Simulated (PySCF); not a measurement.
CH6GeOSi, SMILES [CH2]1[GeH2][SiH2]O1.

Geometry: PBE-D3(BJ)/def2-SVP. This is a generated structure with no PubChem entry under its InChIKey; it may be hypothetical.

The numbers are results of PySCF with PBE-D3(BJ)/def2-SVP, not measurements.

Frequencies are harmonic and unscaled.

Computed harmonic wavenumbers and intensities:
| mode | ν (cm⁻¹) | IR (km/mol) | moving atoms (share of kinetic energy) |
|---|---|---|---|
| 1 | 78 | 3.1 | O 41 %, H 37 %, C 17 % |
| 2 | 305 | 11.2 | H 99 % |
| 3 | 337 | 0.8 | Ge 41 %, Si 33 %, O 11 % |
| 4 | 365 | 5.6 | Si 41 %, O 25 %, Ge 12 %, C 12 %, H 9 % |
| 5 | 427 | 0.0 | H 94 % |
| 6 | 554 | 1.1 | H 91 % |
| 7 | 560 | 16.6 | H 67 %, C 27 % |
| 8 | 609 | 68.5 | H 43 %, C 40 % |
| 9 | 645 | 19.0 | H 87 % |
| 10 | 734 | 12.6 | O 37 %, H 36 %, Si 17 %, C 9 % |
| 11 | 784 | 11.8 | H 76 %, C 22 % |
| 12 | 797 | 176.7 | H 59 %, Si 22 %, O 17 % |
| 13 | 837 | 41.8 | H 95 % |
| 14 | 943 | 171.7 | H 90 % |
| 15 | 1011 | 93.4 | O 45 %, C 43 %, H 12 % |
| 16 | 1159 | 0.2 | H 90 % |
| 17 | 1195 | 13.0 | H 76 %, C 16 % |
| 18 | 1417 | 0.5 | H 93 % |
| 19 | 2054 | 114.4 | H 99 % |
| 20 | 2074 | 97.1 | H 98 % |
| 21 | 2140 | 132.7 | H 98 % |
| 22 | 2148 | 146.0 | H 96 % |
| 23 | 2962 | 43.6 | H 95 % |
| 24 | 3022 | 17.9 | H 90 %, C 10 % |
